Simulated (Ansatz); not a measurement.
Input file for Ansatz (a first-principles code): R-PBE/def2-TZVPP on BrHMg (SMILES [MgH][Br]), atoms moved off the minimum.

Ansatz 0.2 input:
```yaml
crystal:
  periodic: [false, false, false]
  atoms:
    - {symbol: Mg, position_ang: [0.01332010, -0.01640100, -1.68759225]}
    - {symbol: H, position_ang: [0.01910520, -0.03067383, -3.35386697]}
    - {symbol: Br, position_ang: [-0.02624536, 0.04519285, 0.63196203]}
basis:
  gaussian:
    orbitals: def2-TZVPP
hamiltonian:
  xc: {name: PBE}
scf: {lower_state_search: off}
output: {forces: true}
```

The head of its log:

```
WARN ansatz: RAYON_NUM_THREADS=1 ignored (pool sized by the plan → 1); use --threads N
Functional definition: PBE
these checks for a lower state are left out or cut short: stability, starts, cluster_reference, orbital_swaps, neighbouring_geometries, increment
integrals: 0.03 GiB planned
723 factors; their error is unknown
mean field: 0.20 GiB planned
mean field evaluation 1: about -75493.0740 eV, gradient 2.0e1 eV
mean field evaluation 2: about -75492.5113 eV, gradient 2.4e1 eV
```

Problem. Give the final energy of this run.

Solution. -2774.3750 hartree.
